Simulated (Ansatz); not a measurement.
Consider the redistribution: `C1[SiH2]N[SiH2]1` + `O[SiH2]CCl` → `Cl[SiH]1C[SiH2]N1` + `C[SiH2]O`.

Program: Ansatz. Geometries: PBE0-D4/def2-TZVP. ΔE: electronic, gas phase. CCSD(T)/CBS adds triple-zeta CCSD(T) − MP2 to the extrapolated MP2 energy (def2 sets, frozen cores). This one scheme is used for every species. DFT in def2-TZVPP. B3LYP here is the variant with VWN-RPA as its local correlation; programs differ in this. Each species was taken in one conformer, which may not be the lowest.

```csv
level,ΔE (kJ/mol),difference from CCSD(T)/CBS
PBE-D4,-184.2,4.2
revPBE-D4,-181.8,6.6
BLYP-D4,-181.8,6.6
r2SCAN-D4,-192.8,-4.4
PBE0-D4,-188.7,-0.3
r2SCANh-D4,-193.6,-5.2
B2PLYP,-188.7,-0.3
PBE-QIDH,-192.5,-4.1
B3LYP,-185.8,2.6
CAM-B3LYP,-187.2,1.2
LC-ωPBE,-190.1,-1.7
HF/def2-SVP,-190.6,-2.2
MP2/def2-QZVPP,-195.1,-6.7
SCS-MP2/def2-QZVPP,-189.2,-0.8
HF/CBS(def2),-189.6,-1.2
MP2/CBS(def2),-195.7,-7.3
CCSD(T)/CBS,-188.4,0
```

Largest T1 diagnostic among the species: 0.011.

From PBE to PBE0 (25 % exact exchange), in def2-TZVPP and without D4, ΔE moves by −4.3 kJ/mol. Leaving LDA and LC-ωPBE aside and taking each functional with its dispersion term where it has one, the values, not all of them listed here, spread over 14.4 kJ/mol, from B97M-V to revPBE-D4. At CCSD(T), def2-SVP lies +4.9 kJ/mol from the extrapolated value and def2-TZVPP +1.6 kJ/mol.
